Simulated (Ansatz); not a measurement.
One geometry of InCl2Br (InBrCl₂), several levels of theory.

```yaml
crystal:
  periodic: [false, false, false]
  atoms:
    - {symbol: In, position_ang: [0.009713, 0.016368, -0.000045]}
    - {symbol: Cl, position_ang: [2.337625, 0.018980, 0.011985]}
    - {symbol: Cl, position_ang: [-1.104762, 2.060126, -0.018033]}
    - {symbol: Br, position_ang: [-1.242576, -2.095474, 0.006093]}
basis:
  gaussian: {orbitals: def2-TZVP, initial_orbitals: start.molden}
hamiltonian: {xc: {name: B2PLYP}}
scf: {omitted_lower_state_checks: [starts]}
```

The file start.molden holds the orbitals of an earlier run on this structure, at another level or in another basis.

```sh
$ ansatz run in.yaml --threads 4 --pin off --events-out ev --progress --plain --max-ram 3916MiB
```

Shortened log:

```
Functional definition: B2PLYP
1234 factors; integrals over basis functions are off by at most 9.3e-4 eV
mean field evaluation 1: about -100239.1088 eV, gradient 1.4e1 eV
mean field evaluation 2: about -100239.2172 eV, gradient 1.9e-1 eV
mean field evaluation 4: about -100239.3513 eV, gradient 2.1e-3 eV
mean field evaluation 8: about -100239.3513 eV, gradient 2.3e-6 eV
mean field -100239.35130674 eV, -3683.7282158500 hartree, gradient 5.3e-6 eV, S^2 0.000000; 0 other end points of the search recorded, 0 dependent functions left out
23 core orbitals not correlated: weight in the atoms' cores, before any rotation towards them, 1.000 or more for the frozen orbitals, at most 0.000 for the correlated occupied ones
reference -100239.35147741 eV, -3683.7282221220 hartree; 22, 22 occupied and 127, 127 virtual orbitals, 1234 factors
second order -29.75456090 eV of doubles, -0.00000000 eV of singles
Total energy: -100247.38520885 eV, -3684.0234563071 hartree
Checks for a lower state left out: starts
```

It took 28 s on 4 threads of Intel Xeon on a shared host.

The first input with `gaussian: {orbitals: def2-TZVPD, initial_orbitals: start.molden}`, `hamiltonian: {xc: pbe0, dispersion: d4}`, `output: {orbitals: {seedname: orbitals}}` (abridged; 23 s):

```
Functional definition: PBE0
mean field -100254.41479644 eV, -3684.2817888860 hartree, gradient 1.5e-5 eV, S^2 0.000000
Total energy: -100254.53992209 eV, -3684.2863871691 hartree
Checks for a lower state left out: starts
```

The first input with `gaussian: {orbitals: STO-3G}`, `hamiltonian: {xc: hf}`, `output: {orbitals: {seedname: orbitals}}` (abridged; 3.9 s):

```
Functional definition: HF
mean field -248629.56215013 eV, -9136.9678818471 hartree, gradient 3.8e-5 eV, S^2 0.000000
Total energy: -248629.56215013 eV, -9136.9678818471 hartree
Checks for a lower state left out: starts
```

The first input with `gaussian: {orbitals: def2-SVP, initial_orbitals: start.molden}`, `hamiltonian: {xc: pbe0, dispersion: d4}`, `output: {orbitals: {seedname: orbitals}}` (abridged; 11 s):

```
Functional definition: PBE0
mean field -100237.00033439 eV, -3683.6418192097 hartree, gradient 2.6e-5 eV, S^2 0.000000
Total energy: -100237.12543793 eV, -3683.6464166799 hartree
Checks for a lower state left out: starts
```

First input, but with `hamiltonian: {xc: hf}`, `output: {orbitals: {seedname: orbitals}}` (abridged; 15 s):

```
Functional definition: HF
mean field -100160.47211892 eV, -3680.8294591639 hartree, gradient 1.7e-5 eV, S^2 0.000000
Total energy: -100160.47211892 eV, -3680.8294591639 hartree
Checks for a lower state left out: starts
```

Geometry: r2SCAN-D4/def2-SVP.

In the def2 sets In takes a core potential, while STO-3G treats all electrons; there is no spin–orbit coupling. Correlated methods freeze 23 core orbitals; core or outer-core shells of In, Br are correlated, in sets that lack core-valence functions.
